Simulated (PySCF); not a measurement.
Bond curve of BeCl

Set-up: Be cc-pVTZ, Cl cc-pV(T+d)Z; no relativity (PySCF 2.14). Energies in eV from Be + Cl in their ground configurations at the same level. State: ²Σ⁺ (doublet), unpaired electrons σ ↑.

All columns are LDA. A positive dipole means Be(−)Cl(+).

```json
{"R (Å)": "1.553", "E (eV)": "-4.019", "μ (D)": "0.30", "Mulliken charge on Be (basis-dependent)": "-0.28", "HOMO (eV)": "-4.77", "LUMO (eV)": "-3.00", "Mayer bond order": "1.82", "⟨S²⟩": "0.75"}
{"R (Å)": "1.625", "E (eV)": "-4.474", "μ (D)": "0.03", "Mulliken charge on Be (basis-dependent)": "-0.18", "HOMO (eV)": "-4.89", "LUMO (eV)": "-3.10", "Mayer bond order": "1.72", "⟨S²⟩": "0.75"}
{"R (Å)": "1.698", "E (eV)": "-4.720", "μ (D)": "-0.26", "Mulliken charge on Be (basis-dependent)": "-0.10", "HOMO (eV)": "-5.01", "LUMO (eV)": "-3.21", "Mayer bond order": "1.63", "⟨S²⟩": "0.75"}
{"R (Å)": "1.752", "E (eV)": "-4.802", "μ (D)": "-0.49", "Mulliken charge on Be (basis-dependent)": "-0.03", "HOMO (eV)": "-5.11", "LUMO (eV)": "-3.31", "Mayer bond order": "1.56", "⟨S²⟩": "0.75"}
{"R (Å)": "1.806", "E (eV)": "-4.817", "μ (D)": "-0.73", "Mulliken charge on Be (basis-dependent)": "0.02", "HOMO (eV)": "-5.21", "LUMO (eV)": "-3.41", "Mayer bond order": "1.49", "⟨S²⟩": "0.75"}
{"R (Å)": "1.860", "E (eV)": "-4.781", "μ (D)": "-0.97", "Mulliken charge on Be (basis-dependent)": "0.08", "HOMO (eV)": "-5.31", "LUMO (eV)": "-3.51", "Mayer bond order": "1.43", "⟨S²⟩": "0.75"}
{"R (Å)": "1.932", "E (eV)": "-4.671", "μ (D)": "-1.30", "Mulliken charge on Be (basis-dependent)": "0.14", "HOMO (eV)": "-5.44", "LUMO (eV)": "-3.65", "Mayer bond order": "1.35", "⟨S²⟩": "0.75"}
{"R (Å)": "2.023", "E (eV)": "-4.468", "μ (D)": "-1.73", "Mulliken charge on Be (basis-dependent)": "0.20", "HOMO (eV)": "-5.61", "LUMO (eV)": "-3.84", "Mayer bond order": "1.27", "⟨S²⟩": "0.75"}
{"R (Å)": "2.131", "E (eV)": "-4.163", "μ (D)": "-2.24", "Mulliken charge on Be (basis-dependent)": "0.27", "HOMO (eV)": "-5.81", "LUMO (eV)": "-4.08", "Mayer bond order": "1.18", "⟨S²⟩": "0.75"}
{"R (Å)": "2.276", "E (eV)": "-3.712", "μ (D)": "-2.92", "Mulliken charge on Be (basis-dependent)": "0.33", "HOMO (eV)": "-6.05", "LUMO (eV)": "-4.40", "Mayer bond order": "1.09", "⟨S²⟩": "0.75"}
```

A fit through these points gives, at Re = 1.793 Å, μ = -0.67 D and dμ/dR = -4.40 D/Å; the reduced mass is 7.165 u.

Q: How strong is the fundamental in the double-harmonic approximation, I = 42.26·(dμ/dR)²/μred km/mol?

A: I = 42.26·(-4.40)²/7.165 = 114 km/mol at LDA.

The state was picked by a PBE0 search and need not be the measured ground state.
